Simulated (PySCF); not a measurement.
A side-by-side comparison of computed properties.

First species: C₆H₉O (charge +1).
Atom-mapped SMILES: `[CH:1]#[C:2][C+:3]([CH3:4])[CH2:5][O:6][CH3:7]` (hydrogens: H8 on C1; H9, H10, H11 on C4; H12, H13 on C5; H14, H15, H16 on C7)

Geometry (PBE0-D3(BJ)/def2-SVP, Å), atoms numbered from 1 in this order:
```xyz
16
C6H9O angstrom
C      1.869    2.398   -1.287
C      1.168    1.439   -1.005
C      0.395    0.333   -0.681
C      0.994   -0.935   -0.298
C     -1.073    0.438   -0.725
O     -1.670   -0.735   -0.384
C     -3.088   -0.716   -0.384
H      2.487    3.250   -1.538
H      0.572   -1.713   -0.967
H      2.088   -0.942   -0.282
H      0.550   -1.229    0.675
H     -1.337    0.808   -1.747
H     -1.348    1.301   -0.066
H     -3.474    0.021    0.340
H     -3.417   -1.718   -0.087
H     -3.481   -0.488   -1.389
```

Second species: Si(vinyl)2I2, C4H6I2Si.
Z-matrix (Å and degrees, PBE0-D3(BJ)/def2-SVP geometry), rows numbered from 1:
```
Si
C   1  1.8594
C   2  1.3364  1  126.01
H   2  1.0990  1  115.14  3   179.82
H   3  1.0958  2  121.92  1     0.13
H   3  1.0953  2  121.52  1  -179.81
C   1  1.8589  2  112.32  3   125.52
C   7  1.3362  1  125.92  2  -121.96
H   7  1.0990  1  115.17  2    57.97
H   8  1.0956  7  121.72  1    -0.58
H   8  1.0954  7  121.62  1   179.51
I   1  2.4546  2  110.24  3     2.07
I   1  2.4638  2  107.18  3  -117.30
```

Levels: CAM-B3LYP/def2-SVPD for HOMO energy, LUMO energy, HOMO–LUMO gap and static isotropic polarisability; TDDFT CAM-B3LYP/def2-SVPD for lowest singlet excitation; TDA CAM-B3LYP/def2-SVPD for lowest triplet excitation (Tamm–Dancoff); ΔSCF CAM-B3LYP/def2-SVPD for vertical ionisation energy. Geometries: PBE0-D3(BJ)/def2-SVP. Each structure is a single optimised conformer of the isolated species (atoms past krypton carry core potentials, spin–orbit coupling is left out); the electronic structure was computed with PySCF and density fitting.

The conformers computed, where there is a choice (atom-mapped SMILES and torsion angles):
- `[CH:1]#[C:2][C+:3]([CH3:4])[CH2:5][O:6][CH3:7]`: C2–C3–C5–O6 180°, C3–C5–O6–C7 179°

Values for the first species:

```
HOMO energy                              : -13.77 eV
LUMO energy                              : -7.84 eV
HOMO–LUMO gap                            : 5.93 eV
Lowest singlet excitation                : 3.11 eV
Lowest triplet excitation (Tamm–Dancoff) : 2.51 eV
Static isotropic polarisability          : 78.3 au
Vertical ionisation energy               : 14.62 eV
```

Task: Estimate the same properties for the second species, and the change in each.

Result: 
```tsv
property	first	second	second less first
HOMO energy	-13.77 eV	-8.61 eV	+5.16 eV
LUMO energy	-7.84 eV	-0.58 eV	+7.26 eV
HOMO–LUMO gap	5.93 eV	8.03 eV	+2.10 eV
lowest singlet excitation	3.11 eV	5.09 eV	+1.98 eV
lowest triplet excitation (Tamm–Dancoff)	2.51 eV	4.06 eV	+1.55 eV
static isotropic polarisability	78.3 au	144.5 au	+66.2 au
vertical ionisation energy	14.62 eV	9.36 eV	-5.26 eV
```

On the first: In wavenumbers S1 is 25100 cm⁻¹ (1 eV = 8065.54 cm⁻¹). The principal polarisabilities are 50.3, 69.6 and 115.0 au; their mean is the isotropic value.

On the second: The 10 singlets span 5.09 to 6.56 eV, and their oscillator strengths add up to 0.50. No computed singlet falls in the visible range (750 to 380 nm, 1.65 to 3.26 eV); S1 lies 1.83 eV above its blue end. Atoms past krypton carry effective core potentials; spin–orbit coupling is left out.
